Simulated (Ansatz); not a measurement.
Harmonic frequencies (cm⁻¹) at PBE0-D4/def2-TZVP from Ansatz: 72, 190, 231, 272, 351, 533, 678, 745, 790, 946, 995, 1062, 1087, 1281, 1298, 1373, 1404, 1446, 1482, 1492, 1774, 2965, 3055, 3082, 3126, 3134, 3155.

Each molecule was computed in one conformer, which needn't be the lowest.

Q: Which molecule is it?
A. `[SiH3][SiH]1[CH2][SbH]1`
B. `SC1COC1`
C. `CCSC=O`
D. `COCC=S`

A: C.
